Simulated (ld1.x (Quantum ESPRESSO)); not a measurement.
silicon, TM: configuration errors across variants

ld1.x (Quantum ESPRESSO) 7.5 input, shortened:

```
&input
   title='Si', zed=14., rel=0, dft='PBE', iswitch=3,
   config='[Ne] 3s2 3p1.5'
 /
 &inputp
   pseudotype=2, tm=.true., lloc=-1, rcloc=1.50,
   nlcc=.true.
 /
2
3S  1  0   2.00   0.00  1.75  1.75  0.0
3P  2  1   1.50   0.00  1.55  1.55  0.0
 &test
   configts(1)='3s2 3p1.5'
 /
```

All-electron excitation energies from the reference (eV): (1) 3s2 3p2 -2.927; (2) 3s2 3p1 4.824; (3) 3s2 3p0 20.829; (4) 3s1 3p3 3.832; (5) 3s0 3p4 10.737; (6) 3s1 3p2 12.193; (7) 3s1 3p0 54.731.

The default core radius of the base comes out at 1.13 bohr.

Errors AE − PS in meV (a dash: test not solved or not reliable):

| change | (1) | (2) | (3) | (4) | (5) | (6) | (7) | bound ghosts |
| --- | --- | --- | --- | --- | --- | --- | --- | --- |
| base | +0.7 | +1.2 | +16 | +0.8 | +4.5 | +5.4 | +71 | none |
| core correction none | +0.2 | +0.3 | +4.9 | +3.4 | +16 | +9.1 | +80 | none |
| core correction a·sin(br)/r model core inside 0.70 bohr | +0.7 | +1.1 | +15 | -0.4 | -0.6 | +3.4 | +49 | none |
| core correction a·sin(br)/r model core inside 0.82 bohr | +0.7 | +1.1 | +15 | -0.3 | -0.6 | +3.4 | +50 | none |
| core correction a·sin(br)/r model core inside 0.96 bohr | +0.7 | +1.1 | +15 | -0.2 | 0.0 | +3.6 | +53 | none |
| core correction a·sin(br)/r model core inside 1.20 bohr | +0.7 | +1.2 | +17 | +1.3 | +7.1 | +6.4 | +86 | none |
| core correction a·sin(br)/r model core inside 1.32 bohr | +0.7 | +1.2 | +16 | +0.5 | +4.5 | +5.0 | +89 | none |
| core correction a·sin(br)/r model core inside 1.52 bohr | +0.5 | +0.7 | +7.5 | +0.2 | +1.7 | +2.1 | +38 | none |
| core correction a·sin(br)/r model core inside 1.84 bohr | +0.3 | +0.4 | +3.3 | +3.0 | +15 | +6.7 | +49 | none |

Give the same row for: core correction a·sin(br)/r model core inside 1.66 bohr.

+0.4, +0.5, +4.3, +1.4, +7.2, +4.0, +35; bound ghosts: none.
